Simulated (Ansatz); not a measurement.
Reactions of F2H2O2Sn, SMILES `[OH][Sn]([OH])([F])[F]`.

Computed with Ansatz on PBE0-D4/def2-TZVP structures; ΔE is electronic, products minus reactants. CCSD(T)/CBS adds triple-zeta CCSD(T) − MP2 to the extrapolated MP2 energy (def2 sets, frozen cores). This one scheme is used for every species, atoms too. DFT in def2-TZVPP. Open shells (•) are unrestricted, without spin–orbit coupling. Spin–orbit coupling would lower the free atoms: a little for F, O; strongly for Sn. Elements past krypton have def2 core potentials. Bonds to Sn are less sure, by a few kJ/mol each and by 10 to 20 or more in all where they break to atoms, as the def2 sets lack core-valence functions. Each species was taken in one conformer, which may not be the lowest.

```tsv
reaction	CCSD(T)/CBS(def2) (eV)
`[OH][Sn]([OH])([F])[F]` + SiH₄ → `[OH][Sn]([F])([F])[SiH3]` + H₂O	-0.32
`[OH][Sn]([OH])([F])[F]` → `OF` + `[OH][Sn][F]`	4.73
`[OH][Sn]([OH])([F])[F]` + CH₃OH → `C[O][Sn]([OH])([F])[F]` + H₂O	?
`[OH][Sn]([OH])([F])[F]` → F₂ + `[OH][Sn][OH]`	6.32
`[OH][Sn]([OH])([F])[F]` → 2 F• + 2 H• + 2 O• + Sn•	?
`[OH][Sn]([OH])([F])[F]` + CH₄ → `[CH3][Sn]([OH])([OH])[F]` + H–F	?
`[OH][Sn]([OH])([F])[F]` + HCl → `[OH][Sn]([OH])([F])[Cl]` + H–F	-0.40
`[OH][Sn]([OH])([F])[F]` + H–F → `[OH][Sn]([F])([F])[F]` + H₂O	-0.17
`[OH][Sn]([OH])([F])[F]` → `[F][Sn][F]` + hydrogen peroxide	3.46
`[OH][Sn]([OH])([F])[F]` + H₂ → `[OH][SnH]([F])[F]` + H₂O	-0.07
```

Problem. Fill in the missing values. (Estimate.)

Solution. The calculation gave: `[OH][Sn]([OH])([F])[F]` + CH₃OH → `C[O][Sn]([OH])([F])[F]` + H₂O: 0.00 eV; `[OH][Sn]([OH])([F])[F]` → 2 F• + 2 H• + 2 O• + Sn•: +25.84 eV; `[OH][Sn]([OH])([F])[F]` + CH₄ → `[CH3][Sn]([OH])([OH])[F]` + H–F: +0.42 eV.

Largest T1 diagnostic: 0.018, for `[OH][Sn][F]`.
